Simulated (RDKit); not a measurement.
Job for RDKit: UFF on HBr (SMILES Br).

```python
from rdkit import Chem
from rdkit.Chem import AllChem, rdDetermineBonds

blocks = [
'''2

Br   -1.42924959    0.06058801   -0.17129521
H    -0.30333285   -0.16620468    0.68132888
''',
]
mol = None
for b in blocks:
    f = Chem.MolFromXYZBlock(b)
    rdDetermineBonds.DetermineBonds(f, charge=0)
    mol = f if mol is None else Chem.CombineMols(mol, f)
Chem.SanitizeMol(mol)
print(Chem.MolToSmiles(Chem.RemoveHs(mol)))
ff = AllChem.UFFGetMoleculeForceField(mol, vdwThresh=100.0, ignoreInterfragInteractions=False)
e = ff.CalcEnergy()
print(f'UFF energy {e:.6f} kcal/mol')
```

The log:

```
Br
UFF energy 1.617985 kcal/mol
```

The run finished.

Cost: roughly 0.010 core-seconds.
